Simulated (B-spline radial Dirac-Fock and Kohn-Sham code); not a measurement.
## Tb³⁺ 5s: cross section and angular parameters

System: terbium as Tb³⁺, configuration [Xe] 4f8; threshold 82.72 eV (orbital energy of the model). The computed values come from a radial atomic solver: Dirac-Hartree-Slater photoionisation with a Latter tail; cross sections with all multipoles, angular parameters from the dipole term and its interference with E2.

Input file task.json (cfg lists n, l and occupation; rrms is the nuclear radius in fm):

```json
{"items": [{
  "Z": 65,
  "q": 3,
  "cfg": [[1, 0, 2], [2, 0, 2], [2, 1, 6], [3, 0, 2], [3, 1, 6], [3, 2, 10], [4, 0, 2], [4, 1, 6], [4, 2, 10], [4, 3, 8], [5, 0, 2], [5, 1, 6]],
  "A": 159,
  "rrms": 5.06,
  "do": "xps",
  "hv": [85.1, 99.6, 116.0, 126.0, 129.0, 198.0, 200, 258.0, 269.0, 300, 591.0, 637.0, 766.0, 841.0, 1000, 1253.6, 2000, 2720.0, 2984.4, 3560.0, 4490.0, 4760.0, 5414.7, 5520.0, 7070.0, 7530.0, 8047.8, 9000.0, 10300.0, 12500.0]
}]}
```

Launch: `python xray2_run.py task.json out`

For linearly polarised light dσ/dΩ = σ/(4π) [1 + β P₂(cos θ) + (δ + γ cos²θ) sin θ cos φ], with θ from the polarisation vector and φ the angle between the beam and the projection of the electron momentum on the plane normal to the polarisation.

```tsv
hν (eV)	σ (kb)	β	γ
99.6	107	1.658	-0.060
116	103	1.743	0.054
126	?	?	?
129	98.9	1.784	0.100
198	70.4	1.874	0.254
200	69.7	1.875	0.257
258	52.3	1.900	0.312
269	49.7	1.903	0.321
300	43.2	1.910	0.337
591	17.2	1.941	0.379
637	15.4	1.943	0.377
766	11.7	1.948	0.361
841	10.1	1.950	0.350
1000	7.72	1.954	0.323
1253.6	5.38	1.958	0.274
2000	2.45	1.965	0.130
2720	1.43	1.969	0.022
2984.4	1.21	1.969	-0.010
3560	0.875	1.971	-0.063
4490	0.567	1.973	-0.115
4760	0.508	1.973	-0.123
5414.7	0.397	1.974	-0.134
5520	0.383	1.974	-0.134
7070	0.237	1.975	-0.111
7530	0.209	1.975	-0.095
8047.8	0.183	1.975	-0.074
9000	0.146	1.975	-0.024
10300	0.111	1.976	0.057
12500	0.0746	1.976	0.213
```

**Question.** Give the values at 126 eV.

**Answer.** σ = 99.8 kb, β = 1.775, γ = 0.090. For an s subshell δ is negligible.
